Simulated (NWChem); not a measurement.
System meant: C$_{3}$H$_{10}$OSi; SMILES O[Si](C)(C)C

NWChem input:

```
start job
memory heap 200 mb stack 900 mb global 1100 mb
geometry units angstroms noautoz
  C     -0.376778     0.990247    -1.536114
  Si     0.036533    -0.011712     0.000000
  C     -0.878674    -1.641075     0.000000
  C     -0.376778     0.990247     1.536114
  O      1.663394    -0.433102     0.000000
  H     -1.450310     1.237730    -1.571051
  H      0.180283     1.941034    -1.565568
  H     -0.129942     0.428008    -2.450618
  H     -0.618128    -2.235403     0.889625
  H     -1.969496    -1.487829     0.000000
  H     -0.618128    -2.235403    -0.889625
  H     -1.450310     1.237730     1.571051
  H      0.180283     1.941034     1.565568
  H     -0.129942     0.428008     2.450618
  H      2.291974     0.293592     0.000000
end
basis spherical
  C library def2-svp
  Si library def2-svp
  O library def2-svp
  H library def2-svp
end
dft
  odft
  mult 2
  xc xpbe96 cpbe96
  iterations 150
  mulliken
end
task dft energy
```

End of the output:

```
 Summary of "ao basis" -> "" (spherical)
 ------------------------------------------------------------------------------
       Tag                 Description            Shells   Functions and Types
 ---------------- ------------------------------  ------  ---------------------
 C                          def2-svp                 6       14   3s2p1d
 Si                         def2-svp                 8       18   4s3p1d
 O                          def2-svp                 6       14   3s2p1d
 H                          def2-svp                 3        5   2s1p

  pbe96 is a nonlocal functional; adding pw91lda local functional.

                                 NWChem DFT Module
                                 -----------------

 Summary of "ao basis" -> "ao basis" (spherical)
 ------------------------------------------------------------------------------
       Tag                 Description            Shells   Functions and Types
 ---------------- ------------------------------  ------  ---------------------
 C                          def2-svp                 6       14   3s2p1d
 Si                         def2-svp                 8       18   4s3p1d
 O                          def2-svp                 6       14   3s2p1d
 H                          def2-svp                 3        5   2s1p

      Symmetry analysis of basis
      --------------------------

        a'         75
        a"         49

  number of electrons :                   50
  multiplicity        :                    2
 ------------------------------------------------------------------------
  no. of electrons and multiplicity not compatible                  50
 ------------------------------------------------------------------------
 ------------------------------------------------------------------------
  current input line :
    33: task dft energy
 ------------------------------------------------------------------------
 ------------------------------------------------------------------------
 There is an error in the input file
 ------------------------------------------------------------------------
 For more information see the NWChem manual at https://nwchemgit.github.io

0: no. of electrons and multiplicity not compatible:Received an Error in Communication
```

Task: What is wrong, and how is it mended?

Result: The input was rejected before any calculation. Cause: the multiplicity doesn't fit the number of electrons (an even count wants an odd multiplicity, and the reverse). This input runs:
```
start job
memory heap 200 mb stack 900 mb global 1100 mb
geometry units angstroms noautoz
  C     -0.376778     0.990247    -1.536114
  Si     0.036533    -0.011712     0.000000
  C     -0.878674    -1.641075     0.000000
  C     -0.376778     0.990247     1.536114
  O      1.663394    -0.433102     0.000000
  H     -1.450310     1.237730    -1.571051
  H      0.180283     1.941034    -1.565568
  H     -0.129942     0.428008    -2.450618
  H     -0.618128    -2.235403     0.889625
  H     -1.969496    -1.487829     0.000000
  H     -0.618128    -2.235403    -0.889625
  H     -1.450310     1.237730     1.571051
  H      0.180283     1.941034     1.565568
  H     -0.129942     0.428008     2.450618
  H      2.291974     0.293592     0.000000
end
basis spherical
  * library def2-svp
end
dft
  xc xpbe96 cpbe96
  iterations 150
  mulliken
end
task dft energy
```
It converges to -484.48212 Ha (PBE/def2-SVP).
